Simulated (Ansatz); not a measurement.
Computed with Ansatz on PBE0-D4/def2-TZVP structures; ΔE is electronic, products minus reactants. CCSD(T)/CBS is the MP2 limit (def2-TZVPP, def2-QZVPP) plus CCSD(T) − MP2 in def2-TZVPP, frozen cores. This one scheme is used for every species. DFT in def2-TZVPP. For Br, Ge outer-core shells are correlated without core-valence functions, which leaves a few kJ/mol of doubt a bond. Scalar relativity is left out up to krypton. One conformer a species, not always the lowest.

Consider the ligand exchange at a Ge–C bond: `C[CH2][Ge][OH]` + HBr → `[OH][Ge][Br]` + ethane.

```tsv
level	ΔE (eV)
ωB97M-V	-1.79
CCSD/def2-SVP	-1.72
CCSD(T)/def2-TZVPP	-1.68
CCSD/CBS(def2)	-1.74
```

Question: What does CCSD(T)/CBS give? (Estimate.)

Answer: Computed: -1.72 eV. The listed levels differ from it by -0.07, 0.00, 0.04, -0.02 eV.

Question: What do rigid-rotor, harmonic-oscillator terms from PBE0-D4/def2-TZVP frequencies (298.15 K, 1 bar) make of the CCSD(T)/CBS value? (An estimate is asked.)

Answer: Ansatz gave: ΔZPE = +0.13 eV, ΔH = -1.61 eV, ΔS = 5 J/(mol·K), ΔG = -1.62 eV.

Largest T1 diagnostic among the species: 0.014.

The D4 term adds +0.06 eV with B3LYP and +0.03 eV with PBE0; it sums over pairs of atoms, weighted by their polarisabilities, and B3LYP, whose exchange is more repulsive, gets the larger term. In def2-TZVPP, CCSD(T) changes the Hartree–Fock value by +0.30 eV (the triples alone add +0.02 eV) and MP2 by +0.25 eV. Leaving LDA and LC-ωPBE aside and taking each functional with its dispersion term where it has one, the values, not all of them listed here, spread over 0.12 eV, from BHLYP-D4 to ωB97X-V. LDA lies +0.14 eV from PBE without D4.

B3LYP here is the variant with VWN-RPA as its local correlation; programs differ in this.
